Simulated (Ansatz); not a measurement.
Input for Ansatz (a quantum-chemistry and plane-wave program): R-PBE/def2-TZVPP on CH5InO (SMILES [CH3][InH][OH]), a point of a torsion scan. Elements past Kr take the def2 small-core potentials; no spin–orbit coupling.

Ansatz 0.2 input:
```yaml
crystal:
  periodic: [false, false, false]
  atoms:
    - {symbol: C, position_ang: [-1.33657200, -0.28025899, 0.06134136]}
    - {symbol: In, position_ang: [0.58398077, 0.67186768, 0.63557935]}
    - {symbol: O, position_ang: [0.52336092, 2.58296313, 0.97759396]}
    - {symbol: H, position_ang: [-1.25721175, -0.73651389, -0.92073069]}
    - {symbol: H, position_ang: [-2.07159939, 0.52322731, 0.04465131]}
    - {symbol: H, position_ang: [-1.62030186, -1.03279233, 0.79090076]}
    - {symbol: H, position_ang: [2.19758549, 0.16939504, 0.87634444]}
    - {symbol: H, position_ang: [-0.28788233, 3.08084921, 0.90215448]}
basis:
  gaussian:
    orbitals: def2-TZVPP
hamiltonian:
  xc: {name: PBE}
scf: {lower_state_search: off}
```

The log:

```
WARN ansatz: RAYON_NUM_THREADS=1 ignored (pool sized by the plan → 1); use --threads N
Functional definition: PBE
these checks for a lower state are left out or cut short: stability, starts, cluster_reference, orbital_swaps, neighbouring_geometries, increment
integrals: 0.08 GiB planned
1014 factors; their error is unknown
mean field: 0.62 GiB planned
mean field evaluation 1: about -8318.7800 eV, gradient 9.6e1 eV
mean field evaluation 2: about -8202.3953 eV, gradient 2.0e2 eV
mean field evaluation 4: about -8335.8359 eV, gradient 2.2e1 eV
mean field evaluation 8: about -8337.1050 eV, gradient 1.7e-1 eV
mean field evaluation 16: about -8337.0962 eV, gradient 2.4e-4 eV
mean field -8337.09624259 eV, -306.3826358282 hartree, gradient 3.0e-6 eV, S^2 0.000000; 0 other end points of the search recorded, 0 dependent functions left out
reference -8337.09630265 eV, -306.3826380354 hartree; 20, 20 occupied and 162, 162 virtual orbitals, 1014 factors
Total energy: -8337.09630265 eV, -306.3826380354 hartree
Checks for a lower state left out: stability, starts, cluster_reference, orbital_swaps, neighbouring_geometries, increment
```

Self-consistency was reached.

Cost: roughly 1.6 core-seconds.
